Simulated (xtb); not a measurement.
CH5N2 (SMILES NC=[NH2+]), charge +1, singlet, geometry from GFN2-xTB; GFN1-xTB (xtb).

xtb was given this input:
```
$ xtb mol.xyz --gfn 1 --chrg 1 --json

# file mol.xyz
8

N      1.14797274     0.20018934     0.03700286
C      0.00000738    -0.40400940     0.15397542
N     -1.14797868     0.12474531    -0.16084144
H      1.21954645     1.14751701    -0.31697552
H      2.01157036    -0.25676282     0.29638706
H      0.00002593    -1.41964718     0.54105366
H     -1.21958691     1.06736807    -0.52715794
H     -2.01155856    -0.38896122    -0.05028975
```

Problem. Predict the main parts of the log of this xtb run.

Solution. 
```
   ID    Z sym.   atoms
    1    7 N      1, 3
    2    6 C      2
    3    1 H      4-8

           -------------------------------------------------
          |                Calculation Setup                |
           -------------------------------------------------

           -------------------------------------------------
          |                 G F N 1 - x T B                 |
           -------------------------------------------------

          ...................................................
          :                      SETUP                      :
          :.................................................:
          :  # basis functions                  22          :
          :  # atomic orbitals                  22          :
          :  # shells                           16          :
          :  # electrons                        18          :
          :  # halogen bonds                     0          :
          :  max. iterations                   250          :
          :  Hamiltonian                  GFN1-xTB          :
          :  restarted?                      false          :
          :  GBSA solvation                  false          :
          :  PC potential                    false          :
          :  electronic temp.          300.0000000     K    :
          :  accuracy                    1.0000000          :
          :  -> integral cutoff          0.2500000E+02      :
          :  -> integral neglect         0.1000000E-07      :
          :  -> SCF convergence          0.1000000E-05 Eh   :
          :  -> wf. convergence          0.2000000E-04 e    :
          :  Broyden damping             0.4000000          :
          :  net charge                          1          :
          :  unpaired electrons                  0          :
          ...................................................

 iter      E             dE          RMSdq      gap      omega  full diag
   1    -10.9088467 -0.109088E+02  0.651E+00    4.86       0.0  T
   2    -10.9170881 -0.824135E-02  0.390E+00    4.89       1.0  T
   3    -10.9176915 -0.603450E-03  0.426E-01    4.99       1.0  T
   4    -10.9180558 -0.364284E-03  0.518E-02    4.92       1.0  T
   5    -10.9180720 -0.161842E-04  0.570E-03    4.94       6.2  T
   6    -10.9180721 -0.861471E-07  0.936E-04    4.94      37.8  T
   7    -10.9180721 -0.317498E-08  0.269E-05    4.94    1312.5  T
   8    -10.9180721 -0.513367E-12  0.417E-06    4.94    8469.5  T

[...]
         :: total energy             -10.766581977574 Eh    ::
[...]
        18                          0.0280433               0.7631
        19                          0.1761460               4.7932
        20                          0.1980343               5.3888
       ...                                ...                  ...
        22                          0.3297610               8.9733
      -------------------------------------------------------------
                  HL-Gap            0.1815840 Eh            4.9412 eV
             Fermi-level           -0.5933021 Eh          -16.1446 eV

  Mulliken/CM5 charges         n(s)   n(p)   n(d)
     1N    -0.30582 -0.77149   1.416  3.890  0.000
     2C     0.34067  0.43781   0.990  2.670  0.000
     3N    -0.30582 -0.77149   1.416  3.890  0.000
     4H     0.28475  0.47500   0.715  0.000  0.000
     5H     0.29460  0.48331   0.705  0.000  0.000
     6H     0.11228  0.18855   0.888  0.000  0.000
     7H     0.28475  0.47500   0.715  0.000  0.000
     8H     0.29460  0.48331   0.705  0.000  0.000

Wiberg/Mayer (AO) data.
largest (>0.10) Wiberg bond orders for each atom

 ---------------------------------------------------------------------------
     #   Z sym  total        # sym  WBO       # sym  WBO       # sym  WBO
 ---------------------------------------------------------------------------
     1   7 N    3.437 --     2 C    1.465     4 H    0.893     5 H    0.887
                             3 N    0.185
     2   6 C    3.914 --     1 N    1.465     3 N    1.465     6 H    0.959
     3   7 N    3.437 --     2 C    1.465     7 H    0.893     8 H    0.887
                             1 N    0.185
     4   1 H    0.917 --     1 N    0.893
     5   1 H    0.915 --     1 N    0.887
     6   1 H    0.983 --     2 C    0.959
     7   1 H    0.917 --     3 N    0.893
     8   1 H    0.915 --     3 N    0.887
 ---------------------------------------------------------------------------

Topologies differ in total number of bonds
Writing topology from bond orders to xtbtopo.mol

 dipole moment from electron density (au)
     X       Y       Z
  -0.0000   0.1843  -0.0702  total (Debye):    0.501

           -------------------------------------------------
          | TOTAL ENERGY              -10.766581977574 Eh   |
          | GRADIENT NORM               0.016326133885 Eh/α |
          | HOMO-LUMO GAP               4.941152473261 eV   |
           -------------------------------------------------

normal termination of xtb
```
